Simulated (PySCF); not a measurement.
A calculated (PBE0, PySCF 2.14, aug-cc-pVDZ, the non-relativistic Hamiltonian (point nucleus)) atom or ion has these occupied shells.

```tsv
shell	electrons	orbital energy (eV)	rms radius, mean of both spins (bohr)
1s α	1	-55.795	0.675
1s β	1	-55.537	0.675
2s α	1	-3.839	4.16
```

Name the element and its charge.

Li (lithium, neutral), in [He] 2s1, 2S determinant.
